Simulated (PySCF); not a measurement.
The numbers are results of r2SCAN-D4/def2-TZVP (PySCF), not measurements. Gas-phase values, no solvent. One relaxed conformer stands for a flexible species; it need not be the lowest. Excitations are Tamm–Dancoff values on a coarser integration grid. The basis has no diffuse functions, so Rydberg states are missing or too high.

Reference species (SMILES): `BB=C=O` (neutral, multiplicity 1).

The HOMO–LUMO gap is 0.80 eV and the S1 excitation (TDA) is 0.79 eV.

Changed species: `[H]/B=C\B=O`.

Task: What does the change do to the HOMO–LUMO gap and S1 excitation (TDA)?

Result: the HOMO–LUMO gap rises by 3.11 eV, to 3.91 eV; the S1 excitation (TDA) rises by 2.98 eV, to 3.77 eV.
